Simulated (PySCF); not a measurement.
Compound: C5H6F3OP.
SMILES with atom numbers: `[O:1]=[P@H:2]1[CH:3]=[C:4]([C:5]([F:6])([F:7])[F:8])[CH2:9][CH2:10]1` (hydrogens: H11 on P2; H12 on C3; H13, H14 on C9; H15, H16 on C10)

All values: PBE0/pcSseg-1 and wB97X-D/def2-SVPD (PySCF, non-relativistic), on one gas-phase PBE0-D3(BJ)/def2-SVP geometry that isn't relaxed in the solvent. The solvent is an IEF-PCM continuum (van der Waals radii × 1.2). The model holds no explicit solvent molecules, cavitation or dispersion.

Gas phase at PBE0/pcSseg-1: HOMO -8.02 eV, LUMO -1.54 eV, dipole 3.38 D.

Q: What does the continuum do to the energy, the frontier levels and the dipole at PBE0/pcSseg-1 in acetone and water?

A: 
| solvent | ε | E(solvent) − E(gas) (kcal/mol) | polarisation term (kcal/mol) | distortion of the solute (kcal/mol) | HOMO (eV) | LUMO (eV) | dipole (D) |
| --- | --- | --- | --- | --- | --- | --- | --- |
| acetone | 20.49 | -9.82 | -11.59 | 1.77 | -7.98 | -1.17 | 4.44 |
| water | 78.36 | -10.41 | -12.41 | 2.00 | -7.98 | -1.15 | 4.51 |

The first energy column is the sum of the next two and covers electrostatics alone. From acetone to water the lowering changes by a factor 1.06, Onsager's factor (ε − 1)/(2ε + 1) by 1.06 and ε itself by 3.8.

Q: Which radius a makes the point-dipole formula ΔE = −[(ε − 1)/(2ε + 1)]·μ²/a³ give the value in water, with the gas-phase dipole?

A: μ = 1.330 au and |ΔE| = 0.01660 Eh give a = 1.98 Å; the farthest nucleus lies 3.28 Å from the centroid of the nuclei, so such a sphere wouldn't even hold the nuclei. The formula assumes a rigid point dipole at the centre of a sphere.

Q: Which IAO charges (PBE0/pcSseg-1) respond most in acetone (means over atoms taken as equivalent)?

A: 
```json
{"atoms": "O1", "environment": "phosphoryl oxygen", "gas (e)": "-0.887", "solvent (e)": "-0.952", "change": "-0.065"}
{"atoms": "H11", "environment": "P–H hydrogen", "gas (e)": "-0.097", "solvent (e)": "-0.071", "change": "+0.026"}
{"atoms": "H15", "environment": "methylene hydrogen", "gas (e)": "+0.165", "solvent (e)": "+0.177", "change": "+0.012"}
{"atoms": "H13", "environment": "methylene hydrogen", "gas (e)": "+0.162", "solvent (e)": "+0.172", "change": "+0.010"}
{"atoms": "H12", "environment": "vinylic hydrogen", "gas (e)": "+0.184", "solvent (e)": "+0.191", "change": "+0.007"}
{"atoms": "H14", "environment": "methylene hydrogen", "gas (e)": "+0.161", "solvent (e)": "+0.168", "change": "+0.007"}
```

Gas phase at wB97X-D/def2-SVPD: HOMO -10.00 eV, LUMO 0.18 eV, dipole 3.62 D.

Q: What does the continuum do to the energy, the frontier levels and the dipole at wB97X-D/def2-SVPD in acetone?

A: 
| solvent | ε | E(solvent) − E(gas) (kcal/mol) | polarisation term (kcal/mol) | distortion of the solute (kcal/mol) | HOMO (eV) | LUMO (eV) | dipole (D) |
| --- | --- | --- | --- | --- | --- | --- | --- |
| acetone | 20.49 | -10.61 | -12.83 | 2.22 | -9.96 | 0.56 | 4.86 |

The atom shares or the degeneracy of the HOMO differ from the gas phase in acetone, so that column needn't follow one orbital.

Q: How does the static polarisability (wB97X-D/def2-SVPD, frozen core, with the continuum's full static response) change?

A: 
```json
{"medium": "gas", "isotropic (au)": "83.2", "principal values (au)": "68.2, 80.4, 101.1", "⟨r²⟩ of the electrons (bohr²)": "1837.5"}
{"medium": "acetone", "isotropic (au)": "110.4", "principal values (au)": "93.5, 105.4, 132.3", "⟨r²⟩ of the electrons (bohr²)": "1840.1"}
```

The isotropic value in acetone is 1.33 times the gas-phase one; no cavity-field correction is applied. ⟨r²⟩ is taken about the centre of nuclear charge.

wB97X-D is run here without its empirical dispersion term; that term would change no orbital, density or response property at a fixed geometry.
